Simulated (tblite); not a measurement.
Isomers of C8H16FP. Calculated harmonic vibrations of the isolated species, GFN2-xTB (tblite), most abundant isotopes, no scaling. This tight-binding method is rough: wavenumbers can miss measured ones by several per cent, in bad cases by 10 to 20. Modes of hydrogen on phosphorus can be 10 to 20 % off. One conformer each.

Electronic energies: GFN2-xTB at the same geometries; isomer energies are rough at this level and their order can be wrong.

```csv
SMILES,"electronic energy, lowest = 0 (kcal/mol)"
C[C@@H]1CCP(C)[C@@H](C)[C@H]1F,0.5
CC(C)[C@@H]1C[C@H](F)[C@H](C)P1,0.0
CCCC/P=C(\F)C(C)C,26.1
```

Question: How do GFN2-xTB zero-point energies change the relative energies?

Answer: 
```json
{"SMILES": "CC(C)[C@@H]1C[C@H](F)[C@H](C)P1", "ZPE (kcal/mol)": "140.1", "of it from modes above 1550 cm⁻¹": "67.3", "electronic (kcal/mol)": "0.0", "with ZPE, lowest = 0 (kcal/mol)": "0.0", "lowest mode (cm⁻¹)": "39", "rings": "1"}
{"SMILES": "C[C@@H]1CCP(C)[C@@H](C)[C@H]1F", "ZPE (kcal/mol)": "140.4", "of it from modes above 1550 cm⁻¹": "68.2", "electronic (kcal/mol)": "0.5", "with ZPE, lowest = 0 (kcal/mol)": "0.8", "lowest mode (cm⁻¹)": "73", "rings": "1"}
{"SMILES": "CCCC/P=C(\\F)C(C)C", "ZPE (kcal/mol)": "140.1", "of it from modes above 1550 cm⁻¹": "68.6", "electronic (kcal/mol)": "26.1", "with ZPE, lowest = 0 (kcal/mol)": "26.1", "lowest mode (cm⁻¹)": "36", "rings": "0"}
```

The zero-point energies span 0.3 kcal/mol, from `CC(C)[C@@H]1C[C@H](F)[C@H](C)P1` to `C[C@@H]1CCP(C)[C@@H](C)[C@H]1F`. The order is unchanged.

Question: What do entropy and thermal enthalpy add at 298.15 K and 1 bar (rigid rotor, harmonic oscillator, one conformer each)?

Answer: 
```tsv
SMILES	point group	symmetry number	S (cal/(mol K))	H − H(0) (kcal/mol)	ZPE + H − H(0) − TS (kcal/mol)
CC(C)[C@@H]1C[C@H](F)[C@H](C)P1	C1	1	106.3	8.01	116.4
C[C@@H]1CCP(C)[C@@H](C)[C@H]1F	C1	1	104.7	8.08	117.3
CCCC/P=C(\F)C(C)C	C1	1	117.1	9.02	114.2
```
